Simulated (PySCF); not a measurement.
Delta-SCF ions had no search for a lower state. Excitations are Tamm–Dancoff values on a coarser integration grid. The basis has no diffuse functions, so Rydberg states are missing or too high.

# C4H7BSi, SMILES `B[SiH]1C=CC=C1` (charge 0, multiplicity 1)

Calculation: r2SCAN-D4/def2-TZVP (PySCF).

| Quantity | Value |
|---|---|
| HOMO | -6.18 eV |
| dipole moment | 0.98 D |
| HOMO–LUMO gap | 3.27 eV |
| LUMO | -2.91 eV |
| S1 excitation (TDA) | 3.78 eV |
| S1 oscillator strength | 0.016 |
| brightest of the four lowest singlets (TDA) | 4.29 eV |
| T1 excitation (TDA) | 2.47 eV |
| S1–T1 gap (TDA) | 1.31 eV |
| vertical ionisation energy (Delta-SCF) | 8.76 eV |
| total energy | -470.8353 Ha |
| cost | roughly 29 core-minutes |

```xyz
13

B      2.3570     0.3362     1.1335
Si     1.1425    -0.4842    -0.1873
C      0.3953     1.2160    -0.0174
C     -0.6969     1.0615     0.7858
C     -1.0723    -0.2984     1.1469
C     -0.2852    -1.2971     0.6732
H      2.0281     0.3353     2.2806
H      3.3273     0.9453     0.7906
H      1.5787    -0.9711    -1.5185
H      0.7512     2.1930    -0.3180
H     -1.2844     1.9006     1.1534
H     -1.9299    -0.4679     1.7936
H     -0.4615    -2.3338     0.9309
```
